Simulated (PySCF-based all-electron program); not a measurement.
Results of a calculation; reference values are marked as such.
Rest lengths of diatomic molecules M–Au in all-electron scalar-relativistic PBE near the basis limit (in-house program on PySCF, no spin–orbit coupling, lowest state found of the spin given), each from a Morse curve fitted to the bond forces. Singlets are spin-restricted; Koelling–Harmon or spin-free Dirac relativity.

| M | spin state | rest length (Å) |
| --- | --- | --- |
| Al | singlet | 2.36 |
| Cu | singlet | 2.34 |
| Ga | singlet | ? |
| Br | singlet | 2.34 |
| In | singlet | 2.60 |

Fill in the missing lengths.

Ga–Au 2.40 Å.
